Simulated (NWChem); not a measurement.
# CH$_{2}$NO, doublet; SMILES C(=O)[NH]

```xyz
5

N      0.1862    -1.1364    -0.0264
C     -0.4472     0.0356     0.0288
O      0.2369     1.0876    -0.0144
H      1.1755    -1.0713     0.2778
H     -1.5611     0.0510    -0.0381
```
Atoms are numbered in this order, from 1.

Level: PBE-D3(BJ)/def2-SVP, spin-unrestricted (NWChem), optimised geometry, unscaled harmonic frequencies. 

```csv
frequency (cm⁻¹),IR intensity (km/mol)
545,68.8
600,94.5
897,151.3
987,11.5
1276,20.1
1355,17.0
1464,22.5
2990,44.0
3378,9.1
```

```yaml
zero_point_energy: 19.3 kcal/mol
thermal correction to the enthalpy at 298.15 K (with zero-point energy): 21.9 kcal/mol
heat capacity Cv: 9.4 cal/(mol K)
"entropy at 298.15 K and 1 atm (symmetry number 1, electronic part: spin degeneracy alone)": 61.0 cal/(mol K)
dipole_moment: 1.02 D
```

Rigid rotor and harmonic oscillator.
